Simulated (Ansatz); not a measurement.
`[SiH3]SC[SiH2]Cl` → C• + Cl• + 7 H• + S• + 2 Si•  (atomization)

Gas-phase electronic energies from Ansatz, PBE0-D4/def2-TZVP geometries. CCSD(T)/CBS adds triple-zeta CCSD(T) − MP2 to the extrapolated MP2 energy (def2 sets, frozen cores). This one scheme is used for every species, atoms too. Functionals use def2-TZVPP. Open shells (•) are unrestricted, without spin–orbit coupling. Spin–orbit coupling would lower the free atoms: a little for C, Cl, S, Si. One conformer a species, not always the lowest.

```csv
level,ΔE (kJ/mol),difference from CCSD(T)/CBS
PBE-D4,3867.0,-2.3
PBE,3830.3,-39.0
PBE0,3814.5,-54.8
MP2/def2-TZVPP,3783.3,-86.0
SCS-MP2/def2-TZVPP,3788.8,-80.5
CCSD/def2-TZVPP,3707.6,-161.7
CCSD(T)/def2-TZVPP,3757.7,-111.6
SCS-MP2/def2-QZVPP,3861.8,-7.5
MP2/CBS(def2),3894.8,25.5
CCSD/CBS(def2),3819.1,-50.2
CCSD(T)/CBS,3869.3,0
```

Largest T1 diagnostic among the species: 0.012.

The D4 term adds +59.7 kJ/mol with B3LYP and +31.7 kJ/mol with PBE0; it sums over pairs of atoms, weighted by their polarisabilities, and B3LYP, whose exchange is more repulsive, gets the larger term. From PBE to PBE0 (25 % exact exchange), in def2-TZVPP and without D4, ΔE moves by −15.7 kJ/mol: exact exchange takes away binding that semilocal exchange gives to molecules. In def2-TZVPP, CCSD(T) changes the Hartree–Fock value by +861.5 kJ/mol (the triples alone add +50.1 kJ/mol) and MP2 by +887.0 kJ/mol; breaking electron pairs costs correlation energy, which Hartree–Fock lacks.

B3LYP here is the variant with VWN-RPA as its local correlation; programs differ in this.

For atomizations the MP2-based limit and the directly extrapolated one differ by several kJ/mol either way, and by 10 to 25 for some Ge, Se and Sn compounds, so smaller differences from it don't rank the levels.
